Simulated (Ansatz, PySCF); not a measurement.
Dimer: C2H6 (SMILES CC) (first 8 atoms) with H2Se (SMILES [SeH2]); geometry from B3LYP-D3(BJ)/def2-TZVP.
(charge 0, multiplicity 1):
```xyz
11

C      0.483    -0.452     0.019
C     -0.474     0.713    -0.215
H      1.343    -0.144     0.618
H      0.865    -0.849    -0.923
H     -0.013    -1.272     0.543
H     -0.855     1.109     0.728
H     -1.333     0.405    -0.815
H      0.020     1.532    -0.741
Se    -0.012    -0.159     3.637
H      0.073    -0.337     5.095
H      0.977    -1.223     3.413
```

Basis-set superposition error: the interaction energy with monomers in their own basis, and in the dimer's basis (counterpoise).

Codes used: Ansatz (Gaussian orbitals); PySCF for 6-31G* rows. Each number belongs to the level named beside it.

```json
[
 {"level": "HF/6-31G*", "uncorrected (kcal/mol)": "0.75", "counterpoise (kcal/mol)": "0.86", "difference": "0.11"},
 {"level": "PBE/def2-TZVPPD", "uncorrected (kcal/mol)": "-0.31", "counterpoise (kcal/mol)": "-0.25", "difference": "0.06"},
 {"level": "r2SCAN/def2-TZVPPD", "uncorrected (kcal/mol)": "-0.72", "counterpoise (kcal/mol)": "-0.66", "difference": "0.06"},
 {"level": "B3LYP/def2-TZVPPD", "uncorrected (kcal/mol)": "0.48", "counterpoise (kcal/mol)": "0.55", "difference": "0.06"},
 {"level": "PBE0/def2-TZVPPD", "uncorrected (kcal/mol)": "-0.24", "counterpoise (kcal/mol)": "-0.19", "difference": "0.06"},
 {"level": "BHLYP/def2-TZVPPD", "uncorrected (kcal/mol)": "0.10", "counterpoise (kcal/mol)": "0.16", "difference": "0.06"},
 {"level": "wB97X-V/def2-TZVPPD", "uncorrected (kcal/mol)": "-1.22", "counterpoise (kcal/mol)": "-1.16", "difference": "0.06"},
 {"level": "MP2/6-31G*", "uncorrected (kcal/mol)": "-0.72", "counterpoise (kcal/mol)": "-0.14", "difference": "0.58"},
 {"level": "SCS-MP2/aug-cc-pVDZ", "uncorrected (kcal/mol)": "-1.57", "counterpoise (kcal/mol)": "-0.59", "difference": "0.98"},
 {"level": "CCSD/aug-cc-pVDZ", "uncorrected (kcal/mol)": "-1.58", "counterpoise (kcal/mol)": "-0.66", "difference": "0.92"}
]
```

The error is largest for SCS-MP2/aug-cc-pVDZ (0.98 kcal/mol) and smallest for PBE0/def2-TZVPPD (0.06 kcal/mol).

Ansatz is an electronic-structure program.
